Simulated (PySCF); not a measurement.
Molecule: `InChI=1S/C6H6FN/c7-5-3-1-2-4-6(5)8/h1-4H,8H2`.

Bonds (- single, = double, # triple, : aromatic): N1-C2 1.376 Å, C2:C3 1.402 Å, C3:C4 1.394 Å, C4:C5 1.393 Å, C5:C6 1.397 Å, C6:C7 1.382 Å, C7-F8 1.344 Å, C7:C2 1.405 Å. N1 carries H9, H10; C3 carries H11; C4 carries H12; C5 carries H13; C6 carries H14.

Geometry PBE0-D3(BJ)/def2-SVP throughout; GIAO in PySCF 2.14, gas phase, one conformer, non-relativistic; equivalent atoms averaged; basis pcSseg-1.

Q: How do the shifts δ (against NH3, TMS at the same level) depend on the functional? (a selection of nuclei; ppm; last column core-seconds on 1 thread of an Arm Neoverse V1, shared host; the GGAs took longer than the global hybrids here, which isn't the general rule, and the cause wasn't traced)

A: 
```
functional                    kind    N1     C7     C2     C4     C6     C5     C3   H12   H13  core-s
        HF            Hartree–Fock  47.7  154.1  145.2  134.8  125.2  122.3  119.5  7.28  6.80     8.1
       PBE                     GGA  71.0  156.6  136.7  126.3  116.7  118.7  115.5  6.82  6.50      27
      BLYP                     GGA  72.1  158.3  138.6  127.2  117.4  119.2  116.0  6.71  6.39      27
      OPBE                     GGA  66.2  149.0  129.8  120.8  111.7  114.0  110.9  6.91  6.62      28
     B97-D                     GGA  66.7  152.6  133.5  122.7  113.4  115.1  112.0  6.74  6.42      28
     B3LYP           global hybrid  66.4  158.7  141.5  130.2  120.5  121.5  118.3  6.88  6.53      17
      PBE0           global hybrid  64.0  156.9  140.0  129.7  120.2  121.2  118.0  7.02  6.67      22
      WP04           global hybrid  60.4  159.2  141.4  130.1  120.7  121.8  118.5  6.72  6.41      16
 CAM-B3LYP  range-separated hybrid  63.1  160.9  145.2  133.9  124.2  124.5  121.2  7.01  6.64      22
   wB97X-D  range-separated hybrid  59.3  157.9  142.2  131.3  121.9  122.4  119.0  7.06  6.70      23
```

Q: Which nucleus among those listed moves most, in ppm?

A: N1 (aniline-type nitrogen): from 47.7 ppm with HF to 72.1 ppm with BLYP. The smallest spread is 0.41 ppm, at H13. Proton shifts span only some 12 ppm, so a few tenths of a ppm matter as much there as several ppm in carbon.
